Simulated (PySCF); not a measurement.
SbCl₃, SMILES [Cl][Sb]([Cl])[Cl].

Coordinates come from a r2SCAN-D4/def2-SVP optimisation. The isomer is the one that the SMILES or the coordinates give; other isomers of the formula were not compared. The def2 effective core potentials stand for the cores of Sb; spin–orbit coupling is left out.

Calculation: PBE/def2-TZVPD run with PySCF.

The molecule is in vacuum.

Computed frontier levels, gap, dipole moment and polarisability:
- highest occupied level = -7.57 eV
- lowest empty level = -2.94 eV
- orbital gap = 4.64 eV
- dipole moment = 2.66 D
- quadrupole, principal values (traceless, Buckingham form, about the centre of nuclear charge) = -2.48, -2.48, 4.97 D·Å
- mean static polarisability = 88.9 bohr³ (13.17 Å³)
- polarisability, principal values = 73.7, 96.5, 96.5 bohr³
